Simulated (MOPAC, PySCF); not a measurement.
H$_{6}$OSi$_{3}$, SMILES `O[Si](=[SiH2])[SiH3]` (H–O–Si–Si torsion 29°), neutral singlet in the gas phase. 

Z-matrix (Å, degrees):
```
Si
O 1 1.6519
H 2 0.9632 1 116.66
Si 1 2.1946 2 124.57 3 29.04
H 4 1.4892 1 108.41 2 -164.55
H 4 1.4911 5 110.85 1 -128.63
Si 1 2.3321 2 108.33 3 178.98
H 7 1.4847 1 107.08 2 -175.69
H 7 1.4863 8 109.34 1 119.17
H 7 1.4863 8 109.92 9 119.16
```
Charge 0, multiplicity 1.

All levels are single points at this geometry (r2SCAN-D4/def2-TZVP); Pople sets use spherical d functions. Orbital energies aren't observables, and empty levels follow the basis.

```
level                         HOMO (eV)  LUMO (eV)  gap (eV)  dipole (D)  vertical IE, Delta-SCF (eV)
----------------------------  ---------  ---------  --------  ----------  ---------------------------
r2SCAN-D4/def2-TZVP in PySCF      -5.23      -2.69      2.54        1.15                         7.62
B3LYP/6-31G* in PySCF             -5.55      -2.02      3.53        1.26                         7.58
B3LYP/LANL2DZ in PySCF            -5.81      -2.20      3.61        0.97                            –
PBE/6-31G* in PySCF               -4.92      -2.55      2.37        1.35                         7.55
HF/STO-3G in PySCF                -3.64       5.77      9.41        0.83                            –
AM1 in MOPAC                      -8.02      -2.04      5.98        1.25                            –
```
